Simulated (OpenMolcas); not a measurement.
## 4d2 along the 38-electron sequence

* Program: OpenMolcas 26.06
* Method: RASSCF
* Basis: ANO-R2
* Scalar Hamiltonian: X2C, finite nucleus
* Spin-orbit coupling: RASSI with atomic mean-field integrals over the reference wave functions, term energies averaged over their components

Active space for each ion: 8 electrons in 8 orbitals (RAS1 4p, at most 2 holes; RAS2 4d).

Computed levels in cm-1 above 3F2:

```
                               Level   Zr2+   Nb3+   Mo4+   Tc5+   Ru6+   Rh7+
                                 3F3    768   1135   1637   2158   2818   3592
                                 3F4   1694   2475   3521   4589   5915   7441
                                 1D2   8548  10339  11955  13517  15138  16803
                                 3P0   9746  11576  13176  14679  16182  17668
                                 3P1  10041  12027  13853  15601  17430  19315
                                 3P2  10734  13107  15479  17812  20387  23150
                                 1G4  14231  17207  19879  22423  25055  27748
                                 1S0  29817  35749  40779  45711  50624  55544
weight of 3F in the lowest level (%)     99     99     99     98     98     97
```

Mixed levels, with the weight of the term that names them: Ru6+ 1D2 (72 %), Ru6+ 3P2 (74 %), Rh7+ 1D2 (69 %), Rh7+ 3P2 (71 %).

Measured, with the error of the calculation in %. Measured levels: Zr2+ from Moore, Atomic Energy Levels, vol. II, NSRDS-NBS 35 (1971 reprint of NBS Circular 467, 1952); NIST levels as listed in Rynkun, Gaigalas and Jonsson, Astron. Astrophys. 637, A10 (2020); Mo4+ from Sugar and Musgrove, J. Phys. Chem. Ref. Data 17, 155 (1988).

```json
{"Level": "3F3", "Zr2+": "681 (+12.7)", "Mo4+": "1578 (+3.7)"}
{"Level": "3F4", "Zr2+": "1486 (+14.0)", "Mo4+": "3357 (+4.9)"}
{"Level": "1D2", "Zr2+": "5742 (+48.9)", "Mo4+": "10190 (+17.3)"}
{"Level": "3P0", "Zr2+": "8062 (+20.9)", "Mo4+": "11161 (+18.0)"}
{"Level": "3P1", "Zr2+": "8326 (+20.6)", "Mo4+": "11807 (+17.3)"}
{"Level": "3P2", "Zr2+": "8838 (+21.4)", "Mo4+": "13408 (+15.4)"}
{"Level": "1G4", "Zr2+": "11049 (+28.8)", "Mo4+": "16354 (+21.6)"}
{"Level": "1S0", "Zr2+": "23979 (+24.3)", "Mo4+": "37738 (+8.1)"}
```

The fine-structure level 3F4 changes by a factor of 4.39 from Zr2+ to Rh7+. Its fourth root runs 6.42, 7.05, 7.70, 8.23, 8.77, 9.29, with steps per unit of Z of 0.64, 0.65, 0.53, 0.54, 0.52; equal steps would mean a (Z - σ)^4 law with constant σ.

1D2 changes by a factor of 1.97 over the same range, with steps per unit of Z of +1790, +1620, +1560, +1620, +1660 cm-1.

Without dynamic correlation excited terms often stand tens of per cent too high (terms of higher spin than the ground term too low), and those without a measured partner can miss by more than the paired ones. Active for correlation alone: 4p; no level in the range computed is led by a configuration that opens it, so any true level of that kind is missing. Some levels mix across a computed gap that differs much from the measured one, so their mixing is not that of the real levels (holds for Zr2+). Measured partners are found by configuration, term and J. A level has none where our copy of the source lacks it or the pairing is in doubt (some pairs that miss far off the trend of their configuration count as doubtful), and it then counts in no deviation. Only configurations of the active space appear.
